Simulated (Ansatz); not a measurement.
P7S2⁺, relaxed as a singlet with RKS PBE-D4/def2-SVP in Ansatz, starting from the GFN2-xTB geometry. Force threshold 0.02 eV/Å.

The structure comes from a short search, and lower isomers may exist.

Start:

```xyz
9

P    -1.965   -1.059   -1.380
P     0.259   -1.480   -0.942
P    -2.230   -0.185    0.639
P     0.553    0.672   -1.534
P     1.576    1.657    0.206
P     0.994    0.470    1.992
P    -0.330   -1.191    1.237
S     2.747    0.010    0.879
S    -1.602    1.104   -1.096
```

(1) Estimate the energy that the relaxation releases and the steps that it takes.

(2) Does the start keep its bonding?

(3) Predict the relaxed structure.

Answers

(1) 0.12 eV, in 8 steps; 18 s on 4 threads of Arm Neoverse V1 on a shared host. No frequencies were taken in this run, so the end may be a saddle point.

(2) By distances, no bond broke or formed. The bond that changes most is P1–P2, from 2.30 to 2.41 Å (atoms count from 1).

(3) 
Cartesian coordinates in Å:
```
P -1.9522 -1.0780 -1.3856
P 0.3730 -1.4818 -0.8955
P -2.2558 -0.1474 0.6493
P 0.5512 0.6683 -1.5150
P 1.5664 1.6897 0.2226
P 1.0045 0.4559 2.0249
P -0.3420 -1.1593 1.2148
S 2.7008 -0.0625 0.7944
S -1.6459 1.1151 -1.1099
```
Bond lengths: 8 × P–P 2.24 to 2.41 Å; 5 × P–S 2.16 to 2.28 Å.
